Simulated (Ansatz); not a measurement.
BeGeH4 (SMILES [BeH][GeH3]) moved off its minimum; all values from Ansatz (an electronic-structure program), cores frozen in correlated methods.
(charge 0, multiplicity 1)
```xyz
6

Be    -1.68486    -0.89625    -0.35649
H     -2.90213    -1.45098    -0.44569
Ge     0.14876     0.05241     0.00471
H      1.26686    -0.72620     0.86004
H      0.82750     0.45689    -1.23716
H      0.23782     1.56255     0.77598
```

Forces at HF/def2-TZVPP (eV/Å):

```csv
atom,Fx,Fy,Fz
Be1,-1.729,-0.679,0.148
H2,0.157,-0.002,-0.147
Ge3,2.300,2.055,2.675
H4,-0.823,0.198,-0.582
H5,0.703,0.131,-1.416
H6,-0.609,-1.704,-0.677
```

Question: Give the forces (eV/Å), the total energy and the dipole at CCSD(T)/aug-cc-pVTZ.

Answer: 
| atom | Fx | Fy | Fz |
|---|---|---|---|
| Be1 | -1.469 | -0.566 | 0.141 |
| H2 | 0.153 | 0.004 | -0.130 |
| Ge3 | 1.695 | 1.659 | 2.535 |
| H4 | -0.653 | 0.166 | -0.475 |
| H5 | 0.776 | 0.218 | -1.474 |
| H6 | -0.502 | -1.481 | -0.597 |
Energy -2092.5535 hartree, dipole 1.00 D.
